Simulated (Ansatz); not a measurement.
Reaction (ligand exchange at the Si–C bond): `CC(C)[SiH3]` + `C[O][In]([OH])[OH]` → `C[O][In]([OH])[O][SiH3]` + `CCC`

Gas-phase electronic energies from Ansatz, PBE0-D4/def2-TZVP geometries. CCSD(T)/CBS adds triple-zeta CCSD(T) − MP2 to the extrapolated MP2 energy (def2 sets, frozen cores). def2 core potentials past Kr. For In outer-core shells are correlated without core-valence functions, which leaves a few kJ/mol of doubt a bond. One conformer a species, not always the lowest.

```tsv
species	SCS-MP2/def2-QZVPP energy (Eh)
`CC(C)[SiH3]`	-409.15835
`C[O][In]([OH])[OH]`	-456.12183
`C[O][In]([OH])[O][SiH3]`	-746.42004
`CCC`	-118.90627
```

(1) Work out ΔE.

Largest T1 diagnostic among the species: 0.017.

Results:

(1) ΔE = (-746.42004) + (-118.90627) − (-409.15835) − (-456.12183) = -0.04613 Eh = -121.1 kJ/mol. CCSD(T)/CBS gives -115.3 kJ/mol.

In def2-TZVPP, CCSD(T) changes the Hartree–Fock value by +26.4 kJ/mol (the triples alone add +3.5 kJ/mol) and MP2 by +26.9 kJ/mol. From PBE to PBE0 (25 % exact exchange), in def2-TZVPP and without D4, ΔE moves by −7.6 kJ/mol.
